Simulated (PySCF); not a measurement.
PySCF input for SbCl3, SMILES [Sb]([Cl])([Cl])[Cl], PBE-D3(BJ)/def2-SVP. Geometry: PBE-D3(BJ)/def2-SVP. The isomer is the one that the SMILES or the coordinates give; other isomers of the formula were not compared. The def2 effective core potentials stand for the cores of Sb; spin–orbit coupling is left out.

```python
import numpy as np
from pyscf import gto, scf, dft, df
from pyscf.hessian import thermo

mol = gto.M(
    atom='''
    Sb    0.00000000    0.00000000    0.57620643
    Cl    1.81296466   -1.04671563   -0.57620643
    Cl   -1.81296466   -1.04671564   -0.57620643
    Cl   -0.00000001    2.09343126   -0.57620644
    ''',
    basis='def2-SVP',
    ecp={'Sb': 'def2-svp'},
    charge=0,
    spin=0,
    max_memory=1600,
    verbose=3,
)
mf = dft.RKS(mol, xc='pbe').density_fit(auxbasis='def2-universal-jkfit')
mf.disp = 'd3bj'
mf.grids.level = 3
mf.conv_tol = 1e-11
mf.max_cycle = 100
mf.kernel()

# [left out here: the lines that compute and print the analytic Hessian (its translational invariance restored by hand, since the grid's response is missing), thermochemistry and intensities]
```

Output:

```
converged SCF energy = -1619.9726152861

WARN: DFTD3 does not support analytical Hessian, using finite difference


WARN: Mole.unit (angstrom) is changed to Bohr

Mode                                 0                   1                   2
Irrep
Freq [cm^-1]                      107.0267            107.0599            133.4761
Reduced mass [au]                  37.9480             37.9481             43.7611
Force const [Dyne/A]                0.2561              0.2563              0.4594
Char temp [K]                     153.9876            154.0354            192.0424
Normal mode                   x     y     z       x     y     z       x     y     z
       0  Sb                -0.03  0.00 -0.00    0.00  0.03 -0.00    0.00  0.00  0.05
       1  Cl                -0.01  0.07 -0.03   -0.07 -0.07 -0.02   -0.05  0.03 -0.05
       2  Cl                -0.01 -0.07  0.03    0.07 -0.07 -0.02    0.05  0.03 -0.05
       3  Cl                 0.11  0.00  0.00   -0.00  0.05  0.03   -0.00 -0.06 -0.05
Mode                                 3                   4                   5
Irrep
Freq [cm^-1]                      351.7473            351.7533            362.8548
Reduced mass [au]                  43.4370             43.4368             41.2479
Force const [Dyne/A]                3.1664              3.1665              3.1998
Char temp [K]                     506.0860            506.0947            522.0673
Normal mode                   x     y     z       x     y     z       x     y     z
       0  Sb                -0.05  0.00 -0.00    0.00  0.05 -0.00   -0.00 -0.00 -0.04
       1  Cl                 0.08 -0.04 -0.05    0.04 -0.03 -0.03   -0.06  0.04  0.05
       2  Cl                 0.08  0.04  0.05   -0.04 -0.03 -0.03    0.06  0.04  0.05
       3  Cl                 0.00 -0.00  0.00   -0.00 -0.10  0.06    0.00 -0.07  0.05
temperature 298.1500 [K]
pressure 101325.00 [Pa]
Rotational constants [GHz] 1.63857 1.63857 1.08433
Symmetry number 3
Zero-point energy (ZPE) 0.00322 [Eh]   8457.108 [J/mol]
                           tot       elec      trans        rot        vib
Entropy [J/mol/K]       343.298      0.000    176.465    112.585     54.248
Cv [J/mol/K]             68.872      0.000     12.472     12.472     43.929
Cp [J/mol/K]             77.186      0.000     20.786     12.472     43.929
Internal energy [J/mol]                      3718.434   3718.434  16808.753
Internal energy [Eh]   -1619.96338  -1619.97262
Enthalpy [J/mol]                             6197.391   3718.434  16808.753
Enthalpy [Eh]          -1619.96244
Gibbs free energy [J/mol]                  -46415.635 -29848.888    634.769
Gibbs free energy [Eh] -1620.00142
mode   freq/cm-1   IR/(km/mol)
   1      107.03         1.057
   2      107.06         1.058
   3      133.48         4.087
   4      351.75        64.364
   5      351.75        64.343
   6      362.85        18.930
max |gradient| / (hartree/bohr): 0.00010859856735974838
APT charges: [ 1.4686 -0.4896 -0.4896 -0.4895]
```

The calculation finished and met its thresholds.
